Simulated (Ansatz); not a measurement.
Ge2 (SMILES [Ge]=[Ge]), triplet, geometry from GFN2-xTB. Base run: BLYP/STO-3G (Ansatz, a program for electronic structure).

Here is a job for Ansatz.
Ansatz 0.2 input:
```yaml
crystal:
  periodic: [false, false, false]
  atoms:
    - {symbol: Ge, position_ang: [-0.00000000, -0.00000000, -1.16521925]}
    - {symbol: Ge, position_ang: [0.00000000, 0.00000000, 1.16521925]}
basis:
  gaussian:
    orbitals: STO-3G
hamiltonian:
  xc: blyp
magnetization: {spin_polarized: true, initial_magnetization: 2}
```

The base run was repeated with changes; each row names its change, and settings that it needs were set with it.

```tsv
change	basis functions	E (Eh)	core-seconds (rough)
base	36	-4105.75582	10
basis = pcseg-0	?	?	6
basis = 3-21G	?	?	4
basis = pcseg-1	54	-4153.63701	6
basis = def2-SVP	64	-4153.54992	6
basis = aug-pcseg-1	72	-4153.63857	9
basis = cc-pVTZ	86	-4154.15186	10
basis = 6-311G**	88	-4154.00340	10
basis = def2-TZVP	96	-4154.07375	10
basis = def2-TZVPD	?	?	10
basis = aug-cc-pVTZ	118	-4154.15265	20
basis = def2-QZVP	?	?	30
basis = def2-QZVPP	178	-4154.17227	20
```

Fill in the missing entries.


- basis = pcseg-0, basis functions: 44
- basis = pcseg-0, E (Eh): -4148.96958
- basis = 3-21G, basis functions: 46
- basis = 3-21G, E (Eh): -4133.93191
- basis = def2-TZVPD, basis functions: 108
- basis = def2-TZVPD, E (Eh): -4154.07539
- basis = def2-QZVP, basis functions: 150
- basis = def2-QZVP, E (Eh): -4154.17217

Totals compare only among sets that treat the same electrons; sets with core potentials leave the core out.
